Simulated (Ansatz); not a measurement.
A nudged elastic band was laid between two geometries of CH2NSn (5 atoms, charge 0, multiplicity 2).

Computed with UKS PBE0/def2-SVP (Ansatz).

```
movable images  : 6
climbing image  : no
spring          : 5.0 eV/Å²
optimiser       : quadratic models (default)
start path      : through a guess of the saddle point
force threshold : 0.05 eV/Å
iteration limit : 60
end points      : relaxed
```

Initial state:

```xyz
5
Properties=species:S:1:pos:R:3
N 0.836 -1.540 1.679
C 0.511 -0.859 0.795
Sn 0.011 0.333 -0.897
H -1.657 0.040 -1.187
H 0.349 1.952 -0.431
```

Final state:

```xyz
5
Properties=species:S:1:pos:R:3
N 0.978 -1.627 1.513
C 0.446 -0.818 0.870
Sn -0.596 0.696 -0.203
H -1.391 -0.119 -1.489
H 0.613 1.794 -0.734
```

Task: Which bonds break or form, and what moves?

Result: No bond is made or broken. The height of Sn3 over the plane of its neighbours goes from 0.65 to -0.65 Å. The two ends are copies of one structure, up to a mirror image or an exchange of like atoms.

Task: Give the energies along the band, and the barrier.

Result: The run converged. The highest image is number 4 of 0 to 7, 9.1 kcal/mol above the ends, which have the same energy within 2 meV. No image climbed, so the highest image needn't sit at the top of the path.

| image | path coordinate (Å) | energy (kcal/mol) | height of Sn3 over the plane of its neighbours (Å) |
| --- | --- | --- | --- |
| 0 | 0.00 | 0.0 | 0.65 |
| 1 | 0.19 | 0.9 | 0.53 |
| 2 | 0.38 | 4.4 | 0.33 |
| 3 | 0.57 | 9.1 | 0.11 |
| 4 | 0.76 | 9.1 | -0.11 |
| 5 | 0.95 | 4.5 | -0.33 |
| 6 | 1.14 | 0.9 | -0.53 |
| 7 | 1.33 | 0.0 | -0.65 |

Task: What is the geometry of the highest image?

Result: 
```xyz
5
Properties=species:S:1:pos:R:3
N 0.925 -1.619 1.627
C 0.502 -0.867 0.848
Sn -0.327 0.519 -0.467
H -1.576 -0.066 -1.427
H 0.527 1.959 -0.623
```

The run took 2.2 min on 1 CPU thread of a shared host.
